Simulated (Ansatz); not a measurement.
Ideal-gas functions of F2GeH2O2 (`[OH][Ge]([OH])([F])[F]`) at 298.15 K and 1 bar, from an Ansatz frequency run at PBE0-D4/def2-TZVP.

Molar mass 144.62 g/mol, point group C2 (symmetry number 2), electronic degeneracy 1, moments of inertia 141.512, 143.115, 151.507 u Å². Harmonic wavenumbers (cm⁻¹, unscaled): 125, 174, 196, 257, 263, 268, 270, 712, 742, 780, 799, 930, 952, 3887, 3888.

Use S(trans) = R[1.5 ln M + 2.5 ln T − 1.1517]; rotational temperatures θ = 24.2544 K / I; S(rot) = R[ln(√π/σ · √(T³/θAθBθC)) + 1.5]; for each mode x = 1.438777 ν̃/T, S = R[x/(eˣ − 1) − ln(1 − e⁻ˣ)] and H = RT x/(eˣ − 1); 1 cm⁻¹ = 0.0119627 kJ/mol; R = 8.31446 J/(mol·K).

Question: By hand: the entropy, in J/(mol·K).

Answer: Translation 170.9. Rotation: θ = 0.1714, 0.1695, 0.1601 K, giving 104.9. Vibration, mode by mode: 12.64, 10.01, 9.08, 7.04, 6.87, 6.73, 6.68, 1.22, 1.09, 0.94, 0.87, 0.52, 0.47, 0.00, 0.00, in all 64.2. Electronic 0.0. Sum 340.0 J/(mol·K).

Question: By hand: H − E and G − E in kJ/mol, counted from the electronic energy.

Answer: Zero-point energy ½ × 14243 × 0.0119627 = 85.2; thermal vibration 11.0; translation, rotation and pV give 4 RT = 9.9. H − E = 106.1 kJ/mol, and G − E = 106.1 − 298.15 × 340.0/1000 = 4.7 kJ/mol.

Vibration gives 19 % of the entropy, 12.6 J/(mol·K) of it from the mode under 150 cm⁻¹: soft modes count most, and the harmonic formula is weakest for them. The sum counts one conformer and one mirror image; others add a mixing term.
